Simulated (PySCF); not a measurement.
## Silicon: a sound run and one with changed settings

Sound run: Si²⁺ [Ne] 3s2, Si³⁺ [Ne] 3s1. All numbers are calculated (PySCF 2.14, the non-relativistic Hamiltonian (point nucleus), in def2-SVP (4s3p1d, 18 functions)). The sound run starts from symmetry-adapted Hartree-Fock orbitals and uses a fine grid where one is needed.

Changed run: radial step 0.3 in ln r (0.13 in the sound run). This setting is unsound on purpose.

```tsv
species	method	sound run (hartree)	changed run (hartree)	converged
Si²⁺	UHF	-287.89144	-287.89144	yes
Si²⁺	PBE	-288.22044	-288.22078	yes
Si²⁺	LDA	-287.20448	-287.20443	yes
Si³⁺	UHF	-286.71865	-286.71865	yes
Si³⁺	PBE	-286.99343	-286.99365	yes
Si³⁺	LDA	-285.97283	-285.97280	yes
```

Ionisation energy of Si²⁺:

| method | sound run (eV) | changed run (eV) |
| --- | --- | --- |
| UHF | 31.913 | 31.913 |
| PBE | 33.388 | 33.392 |
| LDA | 33.515 | 33.514 |

A coarse radial grid mis-integrates the density and the exchange-correlation energy, with errors of either sign; Hartree-Fock needs no grid.

For comparison, NIST gives 33.493 eV between the lowest levels.
